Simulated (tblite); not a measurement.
C6H6NOS (doublet state).
Cartesian coordinates in Å at the GFN2-xTB level; atoms count from 1:
```
atom  x, y, z in Å
C1     2.8585    0.6757    0.0948
N2     1.9084   -0.2500   -0.1072
C3     0.5594   -0.0932   -0.0444
C4    -0.2861   -1.1488   -0.2672
C5    -1.7209   -1.1333   -0.2183
O6    -2.3935   -2.1430   -0.4216
C7    -2.3597    0.1526    0.0882
C8    -1.7242    1.2988    0.3290
S9    -0.0043    1.5286    0.3390
H10    3.8850    0.3861    0.0174
H11    2.5796    1.6795    0.3396
H12    2.2158   -1.1899   -0.3333
H13    0.1586   -2.1084   -0.4988
H14   -3.4403    0.1327    0.1116
H15   -2.2407    2.2207    0.5493
```

Computed values, GFN2-xTB/tblite, gas phase, harmonic and unscaled. Errors from tens to a few hundred cm⁻¹ against measured bands are possible. One conformer, not necessarily the lowest. Open shells enter through the occupations alone, without spin polarisation, and single modes of such species can be off by tens of per cent.

Harmonic wavenumbers (cm⁻¹): 86.5, 110.3, 195.7, 202.3, 309.5, 335.8, 363.7, 404.3, 445.5, 451.8, 476.1, 538.9, 601.4, 637.4, 700.9, 727.1, 759.1, 781.5, 793.0, 898.4, 916.0, 1022.8, 1151.3, 1167.9, 1230.1, 1249.7, 1301.0, 1317.8, 1368.6, 1440.0, 1571.1, 1612.1, 1636.0, 3055.3, 3072.5, 3084.0, 3163.1, 3216.0, 3365.2.

A = 2654, B = 1110, C = 782.8 MHz; mass 140.017 u (most abundant isotopes); point group Cs, symmetry number 1; spin multiplicity 2.

Question: What is the zero-point energy?

Answer: Half the sum of the wavenumbers: 22880 cm⁻¹ = 65.42 kcal/mol.

Question: Entropy at 298.15 K, 1 bar (ideal gas, RRHO, classical rotation)?

Answer: Translation 40.75, rotation 29.32, vibration 21.56, spin (R ln 2) 1.38: S = 93.0 cal/(mol K).

Question: And Cp and H(298.15 K) − H(0)?

Answer: Cp = 35.46 cal/(mol K), of which vibrations give 27.51 (their classical limit is 39 R = 77.5); H(298.15 K) − H(0) = 6.15 kcal/mol without the zero-point energy, 3.78 from vibrations.

Question: Which modes carry the vibrational entropy at 298.15 K?

Answer: 86.5 cm⁻¹: 3.74; 110.3 cm⁻¹: 3.26; 195.7 cm⁻¹: 2.17; 202.3 cm⁻¹: 2.11; 309.5 cm⁻¹: 1.37; 335.8 cm⁻¹: 1.23 cal/(mol K); the other 33 give 7.67 together.

Question: Blend soft modes into free rotors: weight 1/[1 + (100 cm⁻¹/ν̃)⁴] for the oscillator and the rest for a rotor with moment μB/(μ + B), μ = h/(8π²ν), B = 10⁻⁴⁴ kg m². What vibrational entropy results?

Answer: 20.90 cal/(mol K) in place of 21.56, which changes −T·S at 298.15 K by +0.20 kcal/mol.

Question: How do the functions run with temperature in this model?

Answer: 
```
T (K)  S (cal/(mol K))  Cp (cal/(mol K))  H − H(0) (kcal/mol)  G − H(0) (kcal/mol)  ln q(vib)
  100             67.0              15.2                 1.08                -5.62       0.72
  200             80.8              25.9                 3.13               -13.04       2.44
  300             93.2              35.6                 6.22               -21.75       4.50
  500            115.1              50.2                14.91               -42.64       8.90
  800            141.7              62.7                32.05               -81.34      15.26
 1000            156.3              67.8                45.13              -111.18      19.15
```

q(vib) and H(0) count from the zero-point level.

Hindered rotation and anharmonicity are outside this model. Other conformers, if any are populated, would add a mixing term that is left out.
